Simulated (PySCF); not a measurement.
Computed IR spectrum (relative IR intensity) of a molecule C2H7AlOS. Geometry optimised at TPSSh-D3(BJ)/def2-SVP. The values are those of a single conformer. Calculation: TPSSh-D3(BJ)/def2-SVP in PySCF. Frequencies are harmonic and unscaled.

| ν (cm⁻¹) | relative intensity |
|---|---|
| 74 | 2.2 |
| 182 | 6.0 |
| 206 | 11 |
| 241 | 4.1 |
| 298 | 74 |
| 454 | 13 |
| 524 | 93 |
| 645 | 32 |
| 652 | 28 |
| 693 | 5.1 |
| 706 | 100 |
| 867 | 71 |
| 967 | 2.9 |
| 986 | 4.6 |
| 1233 | 10 |
| 1340 | 8.8 |
| 1477 | 3.0 |
| 1482 | 2.5 |
| 3017 | 4.4 |
| 3053 | 21 |
| 3101 | 5.1 |
| 3117 | 4.5 |
| 3160 | 4.1 |
| 3895 | 55 |

**Question.** Identify the compound among the candidates.
A. C[O][Al]([CH3])[SH]
B. C[O][AlH][S]C
C. C[S][Al]([CH3])[OH]

**Answer.** C, C[S][Al]([CH3])[OH]
